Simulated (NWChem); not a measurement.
System: AlPH4; SMILES [AlH2][PH2]

Parts of the log:

```
             Northwest Computational Chemistry Package (NWChem) 7.3.0
             --------------------------------------------------------

                             Geometry "geometry" -> ""
                             -------------------------

 Output coordinates in angstroms (scale by  1.889725989 to convert to a.u.)

  No.       Tag          Charge          X              Y              Z
 ---- ---------------- ---------- -------------- -------------- --------------
    1 Al                  13.0000     0.10284300     1.28166400    -0.02806700
    2 H                    1.0000    -1.20230500     1.97602600     0.55690200
    3 H                    1.0000     1.31790500     2.14568700    -0.58036000
    4 P                   15.0000     0.15284500    -1.03289100    -0.26026700
    5 H                    1.0000    -0.41061300    -1.30551900     1.02322500
    6 H                    1.0000     1.51282400    -1.17626000     0.15106400

 Effective nuclear repulsion energy (a.u.)      74.6404126354

  xc_inp: hfexch multiplicative factor not found.
                              NWChem Property Module
                              ----------------------

  itol2e modified to match energy
  convergence criterion.

                                 NWChem DFT Module
                                 -----------------

 Summary of "ao basis" -> "ao basis" (spherical)
 ------------------------------------------------------------------------------
       Tag                 Description            Shells   Functions and Types
 ---------------- ------------------------------  ------  ---------------------
 Al                         cc-pvtz                 12       34   5s4p2d1f
 H                          cc-pvtz                  6       14   3s2p1d
 P                          cc-pvtz                 12       34   5s4p2d1f

  itol2e modified to match energy
  convergence criterion.

            General Information
            -------------------
          SCF calculation type: DFT
          Wavefunction type:  closed shell.
          No. of atoms     :     6
          No. of electrons :    32
           Alpha electrons :    16
            Beta electrons :    16
          Charge           :     0
          Spin multiplicity:     1
          Use of symmetry is: off; symmetry adaption is: off
          Maximum number of iterations: 150
          AO basis - number of functions:   124
                     number of shells:    48
          Convergence on energy requested:  1.00D-07
          Convergence on density requested:  1.00D-05
          Convergence on gradient requested:  5.00D-04

              XC Information
              --------------
                     Hartree-Fock (Exact) Exchange  1.000

      Superposition of Atomic Density Guess
      -------------------------------------

 Sum of atomic energies:        -584.53615319

      Non-variational initial energy
      ------------------------------

 Total energy =    -584.889689
 1-e energy   =    -958.406312
 2-e energy   =     298.876210
 HOMO         =      -0.279937
 LUMO         =      -0.014251

   convergence    iter        energy       DeltaE   RMS-Dens  Diis-err
 ---------------- ----- ----------------- --------- --------- ---------
 d= 0,ls=0.0,diis     1   -584.9740727125 -6.60D+02  2.06D-03  8.48D-02
 d= 0,ls=0.0,diis     2   -584.9983579877 -2.43D-02  7.16D-04  8.50D-03
 d= 0,ls=0.0,diis     3   -585.0010412577 -2.68D-03  2.61D-04  9.82D-04
 d= 0,ls=0.0,diis     4   -585.0013652748 -3.24D-04  8.75D-05  4.54D-05
 d= 0,ls=0.0,diis     5   -585.0013897343 -2.45D-05  2.93D-05  3.99D-06
  Resetting Diis
 d= 0,ls=0.0,diis     6   -585.0013921299 -2.40D-06  1.03D-05  3.60D-07
 d= 0,ls=0.0,diis     7   -585.0013923772 -2.47D-07  1.24D-06  2.05D-08
 d= 0,ls=0.0,diis     8   -585.0013923888 -1.15D-08  1.05D-06  4.79D-09

         Total DFT energy =     -585.001392388788
      One electron energy =     -959.972539407791
           Coulomb energy =      342.548266676850
    Exchange-Corr. energy =      -42.217532293273
 Nuclear repulsion energy =       74.640412635426

 Numeric. integr. density =        0.000000000000

                       DFT Final Molecular Orbital Analysis
                       ------------------------------------

 Vector   14  Occ=2.000000D+00  E=-4.337805D-01
              MO Center=  9.0D-02,  1.8D+00, -1.0D-02, r^2= 2.9D+00
   Bfn.  Coefficient  Atom+Function         Bfn.  Coefficient  Atom+Function
  ----- ------------  ---------------      ----- ------------  ---------------
     9      0.301004  1 Al px                50      0.221939  3 H  s
    36     -0.218767  2 H  s                 51      0.170065  3 H  s
    37     -0.167622  2 H  s                 11     -0.134693  1 Al pz
    49      0.132729  3 H  s                 35     -0.130784  2 H  s
    15      0.087363  1 Al px                23      0.066703  1 Al d -2

 Vector   15  Occ=2.000000D+00  E=-4.317329D-01
              MO Center=  1.2D-01, -3.7D-01, -2.0D-01, r^2= 3.0D+00
   Bfn.  Coefficient  Atom+Function         Bfn.  Coefficient  Atom+Function
  ----- ------------  ---------------      ----- ------------  ---------------
    73      0.279316  4 P  pz                10      0.210510  1 Al py
    72     -0.193987  4 P  py                65     -0.192245  4 P  s
    67     -0.187531  4 P  s                 79      0.164930  4 P  pz
    71      0.141179  4 P  px               112      0.137510  6 H  s
    98      0.135910  5 H  s                113      0.102053  6 H  s

 Vector   16  Occ=2.000000D+00  E=-3.526565D-01
              MO Center=  1.3D-01, -7.2D-01, -2.7D-01, r^2= 2.9D+00
   Bfn.  Coefficient  Atom+Function         Bfn.  Coefficient  Atom+Function
  ----- ------------  ---------------      ----- ------------  ---------------
    72      0.339917  4 P  py                78      0.267491  4 P  py
    73      0.231415  4 P  pz                10     -0.227679  1 Al py
    79      0.208645  4 P  pz                67     -0.198812  4 P  s
    65     -0.172789  4 P  s                 75      0.099462  4 P  py
    71      0.082109  4 P  px                 3      0.079547  1 Al s

 Vector   17  Occ=0.000000D+00  E= 3.660801D-02
              MO Center=  1.5D-01,  1.3D+00,  7.2D-02, r^2= 5.2D+00
   Bfn.  Coefficient  Atom+Function         Bfn.  Coefficient  Atom+Function
  ----- ------------  ---------------      ----- ------------  ---------------
    17      0.773302  1 Al pz                15      0.352984  1 Al px
    11      0.247190  1 Al pz                79     -0.182814  4 P  pz
    67      0.128045  4 P  s                  5      0.121417  1 Al s
     9      0.113469  1 Al px                99     -0.107714  5 H  s
   113     -0.107055  6 H  s                 78     -0.095928  4 P  py

 Vector   18  Occ=0.000000D+00  E= 1.055227D-01
              MO Center=  1.9D-01,  3.1D-01,  1.4D-02, r^2= 8.5D+00
   Bfn.  Coefficient  Atom+Function         Bfn.  Coefficient  Atom+Function
  ----- ------------  ---------------      ----- ------------  ---------------
    67      2.408830  4 P  s                 16      1.626923  1 Al py
     5     -1.486541  1 Al s                 78      0.859867  4 P  py
    79      0.429695  4 P  pz                99     -0.426130  5 H  s
   113     -0.424190  6 H  s                 22      0.272457  1 Al d  2
    10      0.162668  1 Al py                73      0.146912  4 P  pz

 Vector   19  Occ=0.000000D+00  E= 1.314104D-01
              MO Center=  1.7D-02, -2.4D-01, -4.4D-01, r^2= 5.5D+00
   Bfn.  Coefficient  Atom+Function         Bfn.  Coefficient  Atom+Function
  ----- ------------  ---------------      ----- ------------  ---------------
    15      1.261377  1 Al px                51     -1.029999  3 H  s
    37      0.987626  2 H  s                 99      0.948192  5 H  s
   113     -0.939978  6 H  s                 77      0.813837  4 P  px
    17     -0.568525  1 Al pz                79     -0.372287  4 P  pz
    98      0.177024  5 H  s                112     -0.177759  6 H  s

     Multipole analysis of the density
     ---------------------------------

     L   x y z        total         alpha         beta         nuclear
     -   - - -        -----         -----         ----         -------
     0   0 0 0     -0.000000    -16.000000    -16.000000     32.000000

     1   1 0 0      0.108166     -4.526088     -4.526088      9.160343
     1   0 1 0      0.165926     -2.570402     -2.570402      5.306730
     1   0 0 1      0.262589      3.077420      3.077420     -5.892251

     2   2 0 0    -22.795595    -22.338773    -22.338773     21.881951
     2   1 1 0     -0.303672      2.429931      2.429931     -5.163533
     2   1 0 1      1.440318      4.755950      4.755950     -8.071583
     2   0 2 0    -25.161517    -99.990039    -99.990039    174.818561
     2   0 1 1     -1.056503     -3.932228     -3.932228      6.807953
     2   0 0 2    -20.686439    -15.241098    -15.241098      9.795757

          -----------------------
          Electric field gradient
          -----------------------

 1 a.u. = 0.324123 10**(16) esu/cm**3  ( or statvolts/cm**2 ) = 0.97174 10**(22) v/m**2

 ------------------------------------------------------------
   Atom      X         Y         Z
 ------------------------------------------------------------
    1 Al   0.19435   2.42199  -0.05304
 ------------------------------------------------------------

 Electric field gradient in molecular frame (a.u.)
         XX             YY             ZZ             XY             XZ             YZ
 ------------------------------------------------------------------------------------------
        0.428927       0.586352      -1.015279       0.039414      -0.824463       0.054619

 Principal components (a.u.) and orientation
 of principal axis w.r.t. absolute frame                      Asymmetry parameter eta
 --------------------------------------------------------------------------------------
       -1.391360       0.803630       0.587730                       0.155172

        0.412953       0.909756      -0.042581
       -0.033366       0.061834       0.997529
        0.910141      -0.410512       0.055889

 ------------------------------------------------------------
   Atom      X         Y         Z
 ------------------------------------------------------------
    2 H   -2.27203   3.73415   1.05239
 ------------------------------------------------------------

 Electric field gradient in molecular frame (a.u.)
         XX             YY             ZZ             XY             XZ             YZ
 ------------------------------------------------------------------------------------------
       -0.051843       0.023122       0.028721       0.054942       0.045758      -0.024906

 Principal components (a.u.) and orientation
 of principal axis w.r.t. absolute frame                      Asymmetry parameter eta
 --------------------------------------------------------------------------------------
       -0.101682       0.052281       0.049401                       0.028328

        0.820360       0.387748       0.420311
       -0.435180       0.900143       0.018975
       -0.370982      -0.198477       0.907182

 ------------------------------------------------------------
   Atom      X         Y         Z
 ------------------------------------------------------------
    3 H    2.49048   4.05476  -1.09672
 ------------------------------------------------------------

 Electric field gradient in molecular frame (a.u.)
         XX             YY             ZZ             XY             XZ             YZ
 ------------------------------------------------------------------------------------------
       -0.038583       0.007061       0.031523      -0.063944       0.039643       0.028736

 Principal components (a.u.) and orientation
 of principal axis w.r.t. absolute frame                      Asymmetry parameter eta
 --------------------------------------------------------------------------------------
       -0.101654       0.052268       0.049386                       0.028353

        0.766320      -0.502737       0.400012
        0.541938       0.840230       0.017793
       -0.345047       0.203146       0.916337

 ------------------------------------------------------------
   Atom      X         Y         Z
 ------------------------------------------------------------
    4 P    0.28884  -1.95188  -0.49183
 ------------------------------------------------------------

 Electric field gradient in molecular frame (a.u.)
         XX             YY             ZZ             XY             XZ             YZ
 ------------------------------------------------------------------------------------------
       -0.708968       0.465746       0.243222       0.153438       0.491707       0.543591

 Principal components (a.u.) and orientation
 of principal axis w.r.t. absolute frame                      Asymmetry parameter eta
 --------------------------------------------------------------------------------------
        1.020385      -0.921626      -0.098758                       0.806429

        0.249739       0.909060       0.333526
        0.712138       0.060959      -0.699388
        0.656117      -0.412181       0.632152

 ------------------------------------------------------------
   Atom      X         Y         Z
 ------------------------------------------------------------
    5 H   -0.77595  -2.46707   1.93361
 ------------------------------------------------------------

 Electric field gradient in molecular frame (a.u.)
         XX             YY             ZZ             XY             XZ             YZ
 ------------------------------------------------------------------------------------------
        0.037550       0.083968      -0.121518      -0.015477       0.096149       0.051410

 Principal components (a.u.) and orientation
 of principal axis w.r.t. absolute frame                      Asymmetry parameter eta
 --------------------------------------------------------------------------------------
       -0.177559       0.098547       0.079012                       0.110020

       -0.411803       0.323769       0.851817
       -0.199173       0.880176      -0.430836
        0.889240       0.347079       0.297973

 ------------------------------------------------------------
   Atom      X         Y         Z
 ------------------------------------------------------------
    6 H    2.85882  -2.22281   0.28547
 ------------------------------------------------------------

 Electric field gradient in molecular frame (a.u.)
         XX             YY             ZZ             XY             XZ             YZ
 ------------------------------------------------------------------------------------------
       -0.156044       0.090331       0.065713       0.025507      -0.066404       0.016001

 Principal components (a.u.) and orientation
 of principal axis w.r.t. absolute frame                      Asymmetry parameter eta
 --------------------------------------------------------------------------------------
       -0.177518       0.098526       0.078992                       0.110043

        0.957322      -0.048908      -0.284854
       -0.107198       0.855195      -0.507099
        0.268407       0.515993       0.813455
```

Level: Hartree-Fock/cc-pVTZ. Structure relaxed at the PBE0/def2-SVP level. NWChem prints the field gradient with the sign opposite to the second derivative of the potential.

Q: Which NWChem input produces such a log?

A: Several could match; the one computed here: the input that was run:
```
start job
memory heap 200 mb stack 900 mb global 1100 mb
geometry units angstroms noautosym nocenter noautoz
  Al     0.102843     1.281664    -0.028067
  H     -1.202305     1.976026     0.556902
  H      1.317905     2.145687    -0.580360
  P      0.152845    -1.032891    -0.260267
  H     -0.410613    -1.305519     1.023225
  H      1.512824    -1.176260     0.151064
end
basis spherical
  Al library cc-pvtz
  H library cc-pvtz
  P library cc-pvtz
end
dft
  xc hfexch
  iterations 150
end
property
  efieldgrad
end
task dft property
```
